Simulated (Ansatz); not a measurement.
Mulliken charges of CH$_{4}$BFSe (`CB(F)[SeH]`) from ωB97M-V/def2-TZVPP in Ansatz (PBE0-D4/def2-TZVP geometry).

```tsv
atom	x (Å)	y (Å)	z (Å)	charge (e)
C1	0.032	0.925	-0.033	-0.328
B2	0.433	-0.536	-0.396	0.227
F3	1.392	-0.742	-1.294	-0.228
Se4	-0.343	-2.163	0.346	-0.075
H5	-0.309	1.441	-0.938	0.123
H6	-0.747	1.006	0.724	0.095
H7	0.916	1.470	0.314	0.124
H8	-1.283	-1.457	1.221	0.061
```

Q: By hand: the dipole of these point charges (1 e Å = 4.8032 D).

A: Σ q r = (-0.278, 0.273, 0.257) e Å, of length 0.467 e Å = 2.24 D.

Q: How does the dipole of the full density compare? (An estimate is asked.)

A: Computed: (-0.184, 0.279, 0.169) e Å, 1.80 D; the point charges give 1.24 times that, at 12° from its direction.

Point charges leave out the atoms' own dipoles, such as those of lone pairs, and Mulliken's split depends on the basis, so the two needn't agree.
